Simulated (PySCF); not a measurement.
Al(Cl)2(SeH), HAlCl2Se, SMILES [Cl][Al]([Cl])[SeH], singlet, B3LYP/def2-SVP optimised geometry.

```
5

Al     0.06     0.57     0.00
Cl    -1.81     1.53     0.00
Cl     1.81     1.73     0.00
Se     0.13    -1.73     0.00
H      1.61    -1.73     0.00
```

Density from B3LYP/def2-TZVP (PySCF) at that geometry.

Minimum of the electron density along straight lines between bonded atoms, close to the bond critical point (lines longer than 1.1 times the sum of covalent radii, or with two minima, are not listed):

```tsv
bond	length / Å	ρ at the minimum / e bohr⁻³	∇²ρ there / e bohr⁻⁵	position (fraction from the first atom)
Al1–Cl2	2.098	0.076	0.29	0.38
Al1–Cl3	2.101	0.075	0.29	0.38
Al1–Se4	2.305	…	…	0.37
Se4–H5	1.477	…	-0.30	0.63
```

Fill in the missing entries.


- Al1–Se4, ρ at the minimum / e bohr⁻³: 0.069
- Al1–Se4, ∇²ρ there / e bohr⁻⁵: 0.12
- Se4–H5, ρ at the minimum / e bohr⁻³: 0.172
